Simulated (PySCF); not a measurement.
An unknown shows these calculated signals:

1H NMR (400 MHz, computed): δ 6.24 (m, 1H), 5.90 (m, 1H), 5.87 (m, 1H), 3.63 (m, 3H), 3.37 (m, 1H), 3.20 (m, 1H), 1.90 (s, 3H).

13C{1H} NMR (computed): δ 151.0 (C), 134.8 (CH2), 23.1 (CH3).

One computed conformer, averaged over atoms made equivalent by symmetry, fast rotation or ring inversion, non-relativistic Hamiltonian, gas phase. Coordinates at the GFN2-xTB level; σ from GIAO-PBE0/pcSseg-1; PySCF 2.14.0 with density-fitted response routines.

References, each an isolated molecule treated in the same way: 1H (31.72 ppm) and 13C (186.93 ppm) vs TMS.

Task: Which of these does the molecule contain: a tert-butyl group, a Si–H bond, a non-aromatic C=C double bond, an N-methyl group, a carboxylic acid?

Result: 
- A tert-butyl group: no.
- A Si–H bond: yes (δH 5.90 (m)).
- A non-aromatic C=C double bond: yes.
- An N-methyl group: no.
- A carboxylic acid: no.

The data belong to SMILES C=C(C)[Si@@H](F)[SiH2][SiH3], C3H11FSi3; they needn't prove each group on their own.

Carbon signals by region: 2 in the sp2 and nitrile region (100–160 ppm), 1 below 50 ppm.

Splittings by 19F in the carbon and heteronuclear signals aren't shown, as no couplings were computed. Shifts are as computed. Against solution values, carbons near 30 ppm lie about +3 ppm off and those near 130 ppm about +5 ppm. Of 1211 compounds with measured shifts, 218 miss one by over three times the rms of a fit or turn the order of signals round; such compounds aren't used in these exercises. Multiplicities follow the n + 1 count of equivalent neighbours, as no J values were calculated; m marks all less simple cases, F and P coupling included.
